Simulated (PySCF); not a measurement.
Predicted microwave data (PBE0-D3(BJ)/def2-SVP geometry optimisation, gas phase (PySCF 2.14.0)) for one isomer of C8H9F3:

- Rotational constants: A = 1403, B = 973.2, C = 661.1 MHz
- Dipole components: |μa| = 1.58 D, |μb| = 1.52 D, |μc| = 0.45 D
- Inertial defect: -115.01 u·Å²
- κ: -0.16

Question: Which structure is it? (One computed conformer of each.)
A. `[CH2:1]=[C:2](/[CH:3]=[CH:4]/[CH3:5])[C:6](=[CH2:7])[C:8]([F:9])([F:10])[F:11]` with C1–C2–C3–C4 -174°, C1–C2–C6–C7 -113°
B. `[CH2:1]=[CH:2][C@@H:3]1[CH2:4][C:5](=[CH2:6])[C@H:7]1[C:8]([F:9])([F:10])[F:11]` with C1–C2–C3–C4 -127°, C2–C3–C4–C5 -136°, C3–C4–C5–C6 -159°, C4–C5–C7–C8 -135°, C2–C3–C7–C5 136°
C. `[CH2:1]=[CH:2][CH:3]([CH:4]=[CH2:5])/[CH:6]=[CH:7]\[C:8]([F:9])([F:10])[F:11]` with C1–C2–C3–C4 132°, C2–C3–C4–C5 -130°, C2–C3–C6–C7 117°
D. `[CH3:1][CH2:2]/[CH:3]=[CH:4]\[C:5]#[C:6][CH2:7][C:8]([F:9])([F:10])[F:11]` with C1–C2–C3–C4 -115°

Answer: B. It is C=C[C@@H]1CC(=C)[C@H]1C(F)(F)F, an asymmetric top, point group C1. The candidates at the same level (rigid rotor, commonest isotopes):

```
                        SMILES  A (MHz)  B (MHz)  C (MHz)  μa (D)  μb (D)  μc (D)  Δ (u·Å²)  point group           rotor
      C=C(/C=C/C)C(=C)C(F)(F)F     1706    703.0    635.6    2.05    0.03    1.28   -219.94           C1  asymmetric top
        C=CC(C=C)/C=C\C(F)(F)F     1523    749.6    615.8    1.71    0.00    1.52   -185.47            –  asymmetric top
C=C[C@@H]1CC(=C)[C@H]1C(F)(F)F     1403    973.2    661.1    1.58    1.52    0.45   -115.01           C1  asymmetric top
           CC/C=C\C#CCC(F)(F)F     1860    521.0    449.0    0.96    1.09    0.24   -116.13           C1  asymmetric top
```

`C=CC(C=C)/C=C\C(F)(F)F` has B 23 % too low; `CC/C=C\C#CCC(F)(F)F` has B 46 % too low; `C=C(/C=C/C)C(=C)C(F)(F)F` has B 28 % too low. No structure here is proved a minimum.
